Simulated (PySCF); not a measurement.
**Electric field gradients and quadrupole coupling constants**

Species: C₄H₃F₂N₂O (charge -1).
Cartesian coordinates in Å at the GFN2-xTB level; atoms count from 1:
```
atom  x, y, z in Å
F1     2.7667    0.6801   -1.0733
C2     1.9613    0.4413    0.0195
F3     2.8845    0.2813    1.0304
O4     1.2295   -0.6404   -0.1438
C5    -0.1733   -0.4094   -0.0240
C6    -1.1740   -1.3399   -0.1459
N7    -2.3595   -0.6973    0.0396
C8    -2.0011    0.5620    0.2584
N9    -0.6852    0.8130    0.2349
H10    1.3827    1.3562    0.2251
H11   -1.1126   -2.3935   -0.3479
H12   -2.7178    1.3460    0.4451
```

Field gradients from the B3LYP/pcJ-1 density (PySCF, non-relativistic), principal values in atomic units, ordered |Vxx| ≤ |Vyy| ≤ |Vzz|:

```
atom      Vxx      Vyy      Vzz
  O4  -0.2110  -1.5781   1.7891
  N7   0.3955   0.4654  -0.8609
  N9   0.2164   0.5113  -0.7277
```

Q: Find the asymmetry η = (Vxx − Vyy)/Vzz and the couplings χ = eQV/h (234.96 MHz × Q in barn × V in au), with Q(17O) = −0.0256 b, Q(14N) = 0.02044 b.

A: 
```json
{"atom": "O4", "environment": "aryl ether oxygen", "nucleus": "17O", "η": "0.76", "χzz (MHz)": "-10.76", "χxx (MHz)": "1.27", "χyy (MHz)": "9.49"}
{"atom": "N7", "environment": "ring nitrogen", "nucleus": "14N", "η": "0.08", "χzz (MHz)": "-4.135", "χxx (MHz)": "1.899", "χyy (MHz)": "2.235"}
{"atom": "N9", "environment": "two-coordinate ring nitrogen", "nucleus": "14N", "η": "0.41", "χzz (MHz)": "-3.495", "χxx (MHz)": "1.039", "χyy (MHz)": "2.456"}
```

The tensor is traceless: Vxx + Vyy + Vzz = 0.

Q: What is Vzz at N9 in SI units (1 au = 9.71736 × 10²¹ V/m²)?

A: -0.7277 au = -7.072 × 10²¹ V/m².

Q: What couplings would deuterons (Q(2H) = 0.00286 b) have in place of the hydrogens, at this geometry?

A: 
```tsv
atom	bonded to	bond length (Å)	Vzz (au)	η	χzz (kHz)
H10	C2	1.102	0.2354	0.01	158
H11	C6	1.075	0.3430	0.10	231
H12	C8	1.078	0.3337	0.10	224
```

The structure is a single GFN2-xTB conformer in the gas phase; no vibrational or solvent corrections. The pcJ-1 basis has no diffuse functions, a weakness for an anion. GFN2-xTB bond lengths can be off by several hundredths of an ångström, more for odd bonds, and the gradients follow them. With a basis this small, the couplings can be 20 % off.
